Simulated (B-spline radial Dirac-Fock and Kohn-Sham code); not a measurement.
# Photoemission from Te at 6370 eV, detector at θ = 90°, φ = 0°

System: the Te atom, [Kr] 4d10 5s2 5p4. Calculated with an atomic code on a B-spline grid, using Dirac-Hartree-Slater photoionisation with a Latter tail; cross sections with all multipoles, angular parameters from the dipole term and its interference with E2. Thresholds are tabulated edges, those marked * orbital energies of the model. For linearly polarised light dσ/dΩ = σ/(4π) [1 + β P₂(cos θ) + (δ + γ cos²θ) sin θ cos φ], with θ from the polarisation vector and φ the angle between the beam and the projection of the electron momentum on the plane normal to the polarisation. The dipole factor is 1 + βP₂ and the non-dipole term is the rest of the bracket. Open shells are filled statistically over j.

```csv
subshell,threshold (eV),σ (kb),β,γ,δ,dipole factor,non-dipole term,dσ/dΩ (kb/sr)
2s,4939.0,17.0,1.99,0.08,0.000,0.005,0.000,≈ 0
2p1/2,4612.0,23.6,1.43,0.21,0.033,0.287,+0.033,0.603
2p3/2,4341.0,41.6,1.49,0.30,0.042,0.254,+0.042,0.980
3s,1006.0,3.75,1.99,-0.02,0.000,0.005,0.000,≈ 0
3p1/2,870.8,3.43,1.47,0.77,0.029,0.266,+0.029,0.0804
3p3/2,820.8,6.09,1.53,0.83,0.032,0.236,+0.032,0.129
3d3/2,583.4,1.60,0.96,1.25,0.196,0.519,+0.196,0.0912
3d5/2,573.0,2.23,0.91,1.22,0.207,0.545,+0.207,0.133
4s,169.4,0.810,1.99,0.05,0.000,0.005,0.000,≈ 0
4p1/2,103.3,0.641,1.46,0.83,0.028,0.272,+0.028,0.0153
4p3/2,103.3,1.13,1.52,0.89,0.030,0.242,+0.030,0.0245
4d3/2,49.96*,0.243,0.94,1.25,0.191,0.532,+0.191,0.0140
4d5/2,48.38*,0.335,0.88,1.23,0.203,0.559,+0.203,0.0203
5s,17.93*,0.107,1.99,0.06,0.000,0.005,0.000,≈ 0
5p1/2,8.81*,0.0389,1.45,0.84,0.027,0.273,+0.027,0.000930
5p3/2,7.91*,0.0648,1.52,0.90,0.030,0.242,+0.030,0.00140
```
